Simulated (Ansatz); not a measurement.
The cluster Ga₄F₄, relaxed as a singlet with RKS r2SCAN-D4/def2-SVP in Ansatz, starting from the GFN2-xTB geometry. Force threshold 0.02 eV/Å.

The structure comes from a short search, and lower isomers may exist.

Start:

Cartesian coordinates in Å:
```
Ga -2.106 1.513 -2.659
Ga 1.966 -1.627 2.702
Ga 0.918 -1.382 -0.874
Ga -0.799 1.482 0.836
F 2.094 -2.459 0.804
F -2.132 2.425 -0.801
F -0.627 0.289 -1.444
F 0.686 -0.240 1.435
```

Task: Estimate the energy that the relaxation releases and the steps that it takes.

Result: 42.3 kcal/mol, in 17 steps; 77 s on 4 threads of Arm Neoverse V1 on a shared host. No frequencies were taken in this run, so the end may be a saddle point.

Task: Does the start keep its bonding and symmetry?

Result: Bonds formed: Ga2–F8, Ga3–F5, Ga4–F6 (atoms count from 1). The end is the same structure that another start reached. Point group C2 at the start, Ci at the end, both within 0.05 Å.

Task: Predict the relaxed structure.

Result: 
Cartesian coordinates in Å:
```
Ga -1.4128 0.9568 -2.1688
Ga 1.3975 -0.9928 2.1696
Ga 1.0297 -0.8859 -1.0838
Ga -1.0348 0.9270 1.0843
F 1.0795 -2.0609 0.5449
F -1.0475 2.0596 -0.5759
F -1.0538 -0.4436 -0.6339
F 1.0422 0.4398 0.6636
```
Bond lengths (bridged metal pairs left out): 6 × F–Ga 1.97 to 2.11 Å.
